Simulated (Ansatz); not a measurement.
Input file for Ansatz (a quantum-chemistry and plane-wave program): R-PBE/def2-TZVPP on H4OSi (SMILES O[SiH3]), a point of a torsion scan.

Ansatz 0.2 input:
```yaml
crystal:
  periodic: [false, false, false]
  atoms:
    - {symbol: O, position_ang: [1.08449726, -0.50618693, -0.24530297]}
    - {symbol: Si, position_ang: [-0.42364506, 0.03363851, 0.02855248]}
    - {symbol: H, position_ang: [1.85669455, 0.00445046, -0.02012193]}
    - {symbol: H, position_ang: [-0.65674460, 1.28287277, -0.69924014]}
    - {symbol: H, position_ang: [-0.62517166, 0.27572598, 1.45871566]}
    - {symbol: H, position_ang: [-1.22077085, -1.07195283, -0.47553895]}
basis:
  gaussian:
    orbitals: def2-TZVPP
hamiltonian:
  xc: {name: PBE}
scf: {lower_state_search: off}
```

The head of its log:

```
WARN ansatz: RAYON_NUM_THREADS=1 ignored (pool sized by the plan → 1); use --threads N
Functional definition: PBE
these checks for a lower state are left out or cut short: stability, starts, cluster_reference, orbital_swaps, neighbouring_geometries, increment
integrals: 0.03 GiB planned
675 factors; their error is unknown
mean field: 0.32 GiB planned
mean field evaluation 1: about -9979.2050 eV, gradient 6.1e1 eV
mean field evaluation 2: about -9949.1703 eV, gradient 1.3e2 eV
```

Question: Predict the final total energy.

Answer: -366.9531 hartree.
